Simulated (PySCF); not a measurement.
# One molecule, several mistakes: Al3CH7

These are calculations, not measurements. The program is PySCF 2.14.0, an open-source quantum chemistry code, run on an isolated molecule that a program drew, which may never have been made. The molecule is Al3CH7 (charge 0, singlet), drawn as the SMILES string `[AlH2][CH2][AlH][AlH2]`.

Each row is a Hartree-Fock (HF) and frozen-core CCSD(T) single point in the cc-pV(D+d)Z basis, meant for a local HF minimum. Run 1 is clean. Each other run has one planted mistake out of seven kinds, and not every kind appears here: one electron removed, one electron added, multiplicity raised by two, geometry at a saddle point, minimal basis STO-3G, one bond length entered in bohr, all coordinates scaled. The reference is restricted for singlets and unrestricted otherwise, and also for a bond in bohr. Adding or removing an electron swaps singlet and doublet. Electrons count all cores. HOMO and LUMO are orbital energies over both spins, the gradient is its largest component, and the lowest frequency (negative if imaginary) is given only where the gradient is small. Bond lengths are over the 10 bonds as drawn. T1 is the CCSD diagnostic: over 0.02 (restricted) or 0.045 (unrestricted) a single reference is doubtful.

Geometry of the clean run:
```xyz
11
Al3CH7, angstrom
Al    0.7217    1.5453   -1.0709
C     0.2760   -0.0602   -0.0567
Al   -1.1484   -0.0040    1.2938
Al   -3.6242   -0.7586    0.8309
H     1.8334    2.5494   -0.5581
H    -0.0475    1.8719   -2.4182
H     0.0232   -0.8420   -0.7871
H     1.1907   -0.3566    0.4790
H    -0.7364    0.5576    2.7281
H    -4.7441    0.2605    0.3421
H    -4.1057   -2.2620    1.0285
```

| run | electrons | basis functions | <S^2> | HOMO (eV) | LUMO (eV) | gradient (hartree/bohr) | lowest frequency (cm^-1) | mean bond (Å) | longest bond (Å) | T1 | HF (hartree) | CCSD(T) (hartree) | mistake |
|---|---|---|---|---|---|---|---|---|---|---|---|---|---|
| 1 | 52 | 118 | 0.000 | -8.97 | 0.70 | 8.0e-06 | 29 | 1.6689 | 2.629 | 0.0125 | -767.67377 | -768.08943 | no fault |
| 2 | 52 | 118 | 2.009 | -5.99 | -1.26 | 3.5e-02 | - | 1.6689 | 2.629 | 0.0205 | -767.57611 | -767.98274 | multiplicity raised by two |
| 3 | 52 | 118 | 0.783 | -7.87 | 0.54 | 9.9e-03 | - | 1.8099 | 2.996 | 0.0567 | -767.57329 | -767.98152 | one bond length entered in bohr |
| 4 | 52 | 39 | 0.000 | -5.40 | 8.53 | 4.1e-02 | - | 1.6689 | 2.629 | 0.0084 | -758.46983 | -758.67098 | ? |

**Which mistake was planted in run 4, and what did it cost?**

It has 39 basis functions where the clean run has 118, with the same electrons and geometry. So the mistake is: minimal basis STO-3G. Subtracting run 1 and multiplying by 627.51 kcal/mol a hartree, the energy moved by 5775.6 kcal/mol in HF and 5910.2 kcal/mol in CCSD(T).

Cautions from the logs. Run 3: T1 is over the limit, so its CCSD(T) energy is less reliable.
